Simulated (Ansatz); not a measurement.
Ansatz (a quantum-chemistry and plane-wave program) input:

Ansatz 0.2 input:
```yaml
crystal:
  periodic: [false, false, false]
  atoms:
    - {symbol: Cs, position_ang: [-0.00000000, -0.00000000, -1.29303616]}
    - {symbol: Br, position_ang: [0.00000000, 0.00000000, 2.03191397]}
basis:
  gaussian:
    orbitals: def2-TZVP
hamiltonian:
  xc: b3lyp
  dispersion: d3bj
total_charge: -1
magnetization: {spin_polarized: true, initial_magnetization: 1}
phonons: {temperatures: {t_min: 298.15, t_max: 298.15, t_step: 100}}
```

Task: What final total energy does it print?

Result: -2594.45855 Eh (B3LYP-D3(BJ)/def2-TZVP). The basis has 77 functions.
